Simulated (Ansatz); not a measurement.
`C#[C][GeH2][SbH2]` + `NC=O` → `O=C[NH][SbH2]` + `C#[C][GeH3]`  (cleavage of the Sb–Ge bond)

Computed with Ansatz on PBE0-D4/def2-TZVP structures; ΔE is electronic, products minus reactants. CCSD(T)/CBS is the MP2 limit (def2-TZVPP, def2-QZVPP) plus CCSD(T) − MP2 in def2-TZVPP, frozen cores. This one scheme is used for every species. DFT in def2-TZVPP. def2 core potentials past Kr. For Ge, Sb outer-core shells are correlated without core-valence functions, which leaves a few kJ/mol of doubt a bond. Scalar relativity is left out up to krypton. Each species was taken in one conformer, which may not be the lowest.

| level | ΔE (kJ/mol) |
| --- | --- |
| PBE-D4 | 59.9 |
| BLYP-D4 | 50.9 |
| PBE0-D4 | 64.5 |
| ωB97M-V | 53.8 |
| BHLYP | 57.6 |
| RPA@PBE/def2-TZVPP | 43.4 |
| CCSD(T)/def2-TZVPP | 51.4 |
| MP2/CBS(def2) | 57.6 |

Problem. What does CCSD(T)/CBS give? (An estimate is asked.)

Solution. The calculation gave: +53.2 kJ/mol. The listed levels differ from it by 6.7, -2.3, 11.3, 0.6, 4.4, -9.8, -1.8, 4.4 kJ/mol.

Largest T1 diagnostic among the species: 0.017.

From BLYP to BHLYP (50 % exact exchange), in def2-TZVPP and without D4, ΔE moves by +3.8 kJ/mol. Leaving LDA and LC-ωPBE aside and taking each functional with its dispersion term where it has one, the values, not all of them listed here, spread over 27.3 kJ/mol, from B97M-V to HSE06-D4.
